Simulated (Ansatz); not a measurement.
Computed with Ansatz on PBE0-D4/def2-TZVP structures; ΔE is electronic, products minus reactants. CCSD(T)/CBS adds triple-zeta CCSD(T) − MP2 to the extrapolated MP2 energy (def2 sets, frozen cores). DFT in def2-TZVPP. One conformer a species, not always the lowest.

Reaction (isomerisation): `N=C([SiH3])S` → `NC1[SiH2]S1`

| level | ΔE (kJ/mol) | difference from CCSD(T)/CBS |
| --- | --- | --- |
| LDA (SPW92) | -80.1 | -24.1 |
| BLYP-D4 | -36.0 | 20.0 |
| ωB97X-V | -56.2 | -0.2 |
| r2SCAN | -62.6 | -6.6 |
| r2SCAN0 | -70.0 | -14.0 |
| BHLYP | -50.2 | 5.8 |
| LC-ωPBE | -68.9 | -12.9 |
| HF/def2-SVP | -33.9 | 22.1 |
| MP2/def2-SVP | -46.3 | 9.7 |
| CCSD(T)/def2-SVP | -33.1 | 22.9 |
| CCSD(T)/CBS | -56.0 | 0 |

(1) What do rigid-rotor, harmonic-oscillator terms from PBE0-D4/def2-TZVP frequencies (298.15 K, 1 bar) make of the CCSD(T)/CBS value? (Best estimate.)

Largest T1 diagnostic among the species: 0.014.

Results:

(1) The calculation gave: ΔZPE = +19.2 kJ/mol, ΔH = -39.3 kJ/mol, ΔS = -27 J/(mol·K), ΔG = -31.3 kJ/mol. Modes under 50 cm⁻¹ make the entropy rough.

From PBE to PBE0 (25 % exact exchange), in def2-TZVPP and without D4, ΔE moves by −7.9 kJ/mol. In def2-TZVPP, CCSD(T) changes the Hartree–Fock value by −14.7 kJ/mol (the triples alone add −0.8 kJ/mol) and MP2 by −29.2 kJ/mol.
